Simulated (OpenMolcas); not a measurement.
Os5+ (d3) in a complex was computed by SS-CASPT2, IPEA 0.25 Eh, imaginary shift 0.1 Eh with the d shell active (OpenMolcas, ANO-RCC-VTZP on the metal). Its lowest spin-free states, and all those of the highest spin:

```csv
2S+1,Degeneracy,E (cm-1)
4,1,0
2,3,9620
2,2,9910
2,3,16560
4,3,40580
2,1,46470
4,3,46560
2,3,48450
2,3,48640
2,2,49730
2,3,51910
2,3,54950
4,3,82600
```

Problem. Is the site octahedral, tetrahedral or cube-like, axial, or of lower symmetry?

Solution. The states with 2S+1 = 4 have orbital degeneracies 1, 3, 3, 3. Threefold states need a cubic site. For d3 at this spin an octahedron puts the single A2 below the threefold T2 and a tetrahedron or cube puts the threefold T1 below the threefold T2, so the site is octahedral. The first gap at this spin, 40600 cm-1, is |10Dq| in ligand-field theory. The run had Os5+ with 6 ligands (fluoride) in octahedral coordination (Oh) at 1.89 Å. A charge of +0.167 e stands 2.4 Å behind each ligand. Ligand basis ANO-RCC-VDZP.

Roots that are degenerate in the reference are averaged as groups; the widest CASPT2 spread within a group is 1500 cm-1 (the 3-fold group of multiplicity 2 near 102000 cm-1 above the lowest state of its run). Shifts and gaps below about the spread of the groups concerned are not significant. Over all roots computed the reference weight is 0.67 to 0.69; a low but even weight reflects the number of correlated electrons. The least metal-like active orbital is 69 % on the metal (Löwdin) and no ligand orbital is active, so the numbers are rough. Ligand-to-metal charge-transfer states are missing. With no ligand orbital active B as a rule stays too high, so bands that hang on it stand too high and its fall with covalency is understated. With one d shell and no ligand orbital active, 10Dq can be off by a tenth or more. No measured value stands beside these numbers; the geometry was imposed, not optimised, and the real ion may take another.
